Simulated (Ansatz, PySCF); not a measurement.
CH₁₂N₂Si₃, SMILES C[Si](N)(N)[SiH2][SiH3]. Atoms are numbered in the order given.

```xyz
18

C     -1.4160    -1.2887    -1.3667
Si    -1.1609    -0.0762     0.0394
N     -0.8361    -0.9042     1.5264
N     -2.6252     0.8595     0.1219
Si     0.8419     1.1154    -0.3297
Si     2.6308    -0.3304     0.1233
H     -2.2866    -1.9334    -1.1636
H     -1.5904    -0.7726    -2.3240
H     -0.5315    -1.9332    -1.4809
H     -0.2039    -0.5090     2.2120
H     -1.5628    -1.4529     1.9751
H     -3.1088     1.0926    -0.7391
H     -2.6893     1.6295     0.7796
H      0.9650     2.3166     0.5633
H      0.9377     1.6015    -1.7456
H      2.4635    -1.5984    -0.6542
H      3.9679     0.2527    -0.2149
H      2.6337    -0.6757     1.5806
```

Geometry optimised at PBE0-D3(BJ)/def2-SVP. The structure was generated by enumeration, and PubChem lists no compound with its InChIKey, so it may never have been made. Other conformers were not sampled.

Two levels are set side by side: PBE-D3(BJ)/def2-SVP (Ansatz, a first-principles code) and PBE0-D3(BJ)/def2-SVP (Ansatz). Each level has its own optimised geometry; the coordinates shown are those of the second. Frequencies come from the Hessian of PySCF at each geometry. Differences are taken from unrounded values.

```csv
quantity,PBE0-D3(BJ)
mean bond length (Å),1.465
bond C1–Si2 (Å),1.874
bond Si2–N3 (Å),1.733
bond Si2–N4 (Å),1.740
bond Si2–Si5 (Å),2.360
bond Si5–Si6 (Å),2.344
bond C1–H7 (Å),1.102
bond C1–H8 (Å),1.101
bond C1–H9 (Å),1.100
bond N3–H10 (Å),1.013
bond N3–H11 (Å),1.015
bond N4–H12 (Å),1.015
bond N4–H13 (Å),1.015
bond Si5–H14 (Å),1.502
bond Si5–H15 (Å),1.500
bond Si6–H16 (Å),1.497
bond Si6–H17 (Å),1.497
highest harmonic wavenumber (cm⁻¹),3708
mean harmonic wavenumber (cm⁻¹),1202
zero-point energy (kcal/mol),82.45
```

### Question
What does PBE-D3(BJ) give, and how far is it from PBE0-D3(BJ)? (An estimate is asked for; the answer gives what the named calculation found.)

### Answer

```tsv
quantity	PBE-D3(BJ)	PBE-D3(BJ) minus PBE0-D3(BJ)
mean bond length (Å)	1.475	0.010
bond C1–Si2 (Å)	1.885	0.011
bond Si2–N3 (Å)	1.749	0.016
bond Si2–N4 (Å)	1.757	0.017
bond Si2–Si5 (Å)	2.369	0.009
bond Si5–Si6 (Å)	2.352	0.007
bond C1–H7 (Å)	1.110	0.008
bond C1–H8 (Å)	1.109	0.008
bond C1–H9 (Å)	1.108	0.008
bond N3–H10 (Å)	1.023	0.010
bond N3–H11 (Å)	1.025	0.010
bond N4–H12 (Å)	1.025	0.010
bond N4–H13 (Å)	1.025	0.010
bond Si5–H14 (Å)	1.512	0.010
bond Si5–H15 (Å)	1.510	0.010
bond Si6–H16 (Å)	1.507	0.010
bond Si6–H17 (Å)	1.508	0.011
highest harmonic wavenumber (cm⁻¹)	3573	-134
mean harmonic wavenumber (cm⁻¹)	1165	-37
zero-point energy (kcal/mol)	79.91	-2.54
```

Exact exchange shortens and stiffens bonds; PBE has none. Differences between two approximate levels are no errors against the true value.
